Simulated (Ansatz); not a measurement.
Species: C10H7BS, SMILES `Bc1cc2c(C#C)cccc2s1` (charge 0, multiplicity 1).

Task: Give a relaxed geometry from PBE0-D3(BJ)/def2-SVP (Ansatz, a first-principles code).

Result: Several could match; the one computed here: the end point of this relaxation, one of several conformers (outside a Z-matrix the atoms follow the SMILES, hydrogens last).
Bond lengths (Å): B1–C2 1.526, B1–H13 1.208, B1–H14 1.208, C2–C3 1.382, C2–S12 1.749, C3–C4 1.421, C3–H15 1.091, C4–C5 1.423, C4–C11 1.420, C5–C6 1.426, C5–C8 1.393, C6–C7 1.214, C7–H16 1.074, C8–C9 1.405, C8–H17 1.091, C9–C10 1.386, C9–H18 1.092, C10–C11 1.401, C10–H19 1.092, C11–S12 1.727. Bond angles (°): C2–B1–H13 121.1, C2–B1–H14 118.7, H13–B1–H14 120.2, B1–C2–C3 127.3, B1–C2–S12 121.8, C3–C2–S12 110.9, C2–C3–C4 113.9, C2–C3–H15 122.7, C4–C3–H15 123.5, C3–C4–C5 129.0, C3–C4–C11 111.7, C5–C4–C11 119.3, C4–C5–C6 120.2, C4–C5–C8 118.5, C6–C5–C8 121.3, C5–C6–C7 179.5, C6–C7–H16 179.7, C5–C8–C9 121.0, C5–C8–H17 119.0, C9–C8–H17 120.0, C8–C9–C10 121.5, C8–C9–H18 119.1, C10–C9–H18 119.5, C9–C10–C11 118.3, C9–C10–H19 120.9, C11–C10–H19 120.8, C4–C11–C10 121.4, C4–C11–S12 111.2, C10–C11–S12 127.4, C2–S12–C11 92.3.
